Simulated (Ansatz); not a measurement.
CH5OSb⁺, that is SbH2(OMe) with one electron fewer. Charge 1, multiplicity 2. Geometry PBE0-D4/def2-TZVP, that of the neutral singlet.

Cartesian coordinates in Å:
```
Sb -1.133 -0.915 0.892
H -2.676 -0.813 0.165
H -0.699 -2.222 -0.143
O -0.427 0.514 -0.271
C 0.947 0.790 -0.172
H 1.273 0.975 0.863
H 1.150 1.694 -0.752
H 1.564 -0.022 -0.581
```

In the def2 sets Sb takes a core potential; there is no spin–orbit coupling.

Q: Estimate the α-spin orbital energies around the gap (eV) in Ansatz with PBE-D4/def2-TZVP, r2SCAN-D4/def2-TZVP, PBE0-D4/def2-TZVP.

A: 
```
orbital  PBE-D4/def2-TZVP  r2SCAN-D4/def2-TZVP  PBE0-D4/def2-TZVP
 HOMO−5            -17.04               -17.55             -18.78
 HOMO−4            -16.78               -17.28             -18.59
 HOMO−3            -14.54               -14.92             -15.91
 HOMO−2            -13.98               -14.40             -15.50
 HOMO−1            -13.21               -13.63             -14.80
   HOMO            -12.87               -13.29             -14.19
   LUMO             -8.00                -7.80              -7.18
 LUMO+1             -6.69                -6.48              -5.89
 LUMO+2             -5.33                -4.84              -4.41
 LUMO+3             -3.27                -2.38              -2.38
 LUMO+4             -2.98                -2.34              -1.93
 LUMO+5             -2.64                -1.96              -1.73
 β HOMO            -12.86               -13.11             -14.03
 β LUMO            -11.98               -11.92             -11.19
```
